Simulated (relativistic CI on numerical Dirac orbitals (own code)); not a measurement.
# Crystal-field levels of Os3+, 5d5

Calculated by Dirac-Coulomb-Breit CI, separate exchange-only KLI orbitals for each configuration, a model potential for QED, one configuration in a parametric crystal field, unscaled Slater integrals (own radial code). With so little scaling, terms lie 10 to 35 % too far apart, which can change the order of excited levels.

Field parameters in Wybourne normalisation: D4h B²₀ = −7Ds, B⁴₀ = 21(Dq − Dt), B⁴₄ = 21√(5/14) Dq. The field is a parameter set, without covalency.

S is read from ⟨S²⟩ = S(S + 1).

Levels (cm⁻¹, degeneracy): 0 (2), 5739 (2), 6876 (2), 8999 (2), 10177 (2), 11345 (2), 14725 (2), 14887 (2), 15596 (2), 17099 (2), 18397 (2), 19716 (2).

Question: Which field gives this pattern?
A. D4h, 10Dq = 30150, Ds = -680, Dt = 840 cm⁻¹
B. D4h, 10Dq = 30150, Ds = 950, Dt = 840 cm⁻¹
C. D4h, 10Dq = 30150, Ds = 2590, Dt = 840 cm⁻¹
D. D4h, 10Dq = 30150, Ds = -270, Dt = 840 cm⁻¹

Answer: B. D4h, 10Dq = 30150, Ds = 950, Dt = 840 cm⁻¹, ground level with S = 0.82.
